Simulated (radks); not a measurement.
Task: These are the eigenvalues of the occupied orbitals of an atom or ion with whole-number occupations (hartree). All-electron calculation, scalar-relativistic Kohn-Sham, exchange-only PBE, spin-polarised, spherical densities, finite nucleus; Fermi nuclear charge, rms radius of each element as measured or else 0.836 A^(1/3) + 0.57 fm. Program: a radial shooting solver on a logarithmic mesh with Libxc functionals.

| orbital | eigenvalue |
|---|---|
| 1s up | -24.37575 |
| 1s down | -24.34740 |
| 2s up | -1.09378 |
| 2s down | -1.02180 |
| 2p up | -0.40649 |
| 2p down | -0.33841 |

Which element is it, and in what charge state? The configuration may be excited. Open shells, if any, are filled with parallel spins first.

Result: Z = 9, fluorine, charge 0: F in [He] 2s2 2p5. The list shows which subshells hold electrons but not how many an open one holds; the 1s level, -24.376 hartree, gives Z - s = 7.0 by -(Z - s)^2/2, which with screening and relativity narrows Z to a few neighbours, and the depths of the outer levels then fix element, charge and occupations together.
